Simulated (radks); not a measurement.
These are the eigenvalues of the occupied orbitals of an atom or ion with whole-number occupations (hartree). Calculated with a radial shooting solver on a logarithmic mesh with Libxc functionals: scalar-relativistic Kohn-Sham, PBEsol, spin-unpolarised, spherical densities, point nucleus.

orbital  eigenvalue
1s        -430.8086
2s        -55.11585
2p        -48.40252
3s         -7.39720
3p         -5.31436
3d         -1.88598
4s         -0.61574
4p         -0.23747

Which element is it, and in what charge state? The configuration may be excited.

Answer. Z = 33, arsenic, charge 0: As in [Ar] 3d9 4s2 4p4. The list shows which subshells hold electrons but not how many an open one holds; the 1s level, -430.81 hartree, gives Z - s = 29.4 by -(Z - s)^2/2, which with screening and relativity narrows Z to a few neighbours, and the depths of the outer levels then fix element, charge and occupations together.
